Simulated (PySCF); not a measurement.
C3H4BrCl, SMILES ClC1(Br)CC1. Atoms are numbered in the order given.

```xyz
9

Cl     1.2074     1.5694     0.0000
C     -0.2464     0.5579     0.0000
Br     0.1467    -1.3424     0.0000
C     -1.4482     1.0339     0.7616
C     -1.4482     1.0339    -0.7616
H     -2.0509     0.2761     1.2850
H     -1.3510     1.9980     1.2843
H     -2.0509     0.2761    -1.2850
H     -1.3510     1.9980    -1.2843
```

Coordinates come from a PBE-D3(BJ)/def2-SVP optimisation.

Level of theory: PySCF with KT2/pcSseg-1.

GIAO shieldings, no solvent; atoms alike by connectivity are averaged. δ = σ(ref) − σ: ³⁵Cl against HCl (σ = 945.4 ppm); ¹³C against TMS (σ = 185.1 ppm); ¹H against TMS (σ = 31.47 ppm), references at their B3LYP-D3(BJ)/def2-TZVP geometries, non-relativistic (without spin–orbit terms, shifts of atoms bonded to Cl or Br come out too high).

```json
[
 {"nucleus": "³⁵Cl", "atoms": "Cl1", "count": "1", "δ (ppm)": "336.4"},
 {"nucleus": "¹³C", "atoms": "C2", "count": "1", "δ (ppm)": "81.2"},
 {"nucleus": "¹³C", "atoms": "C4, C5", "count": "2", "δ (ppm)": "30.8"},
 {"nucleus": "¹H", "atoms": "H6, H7, H8, H9", "count": "4", "δ (ppm)": "2.01"}
]
```
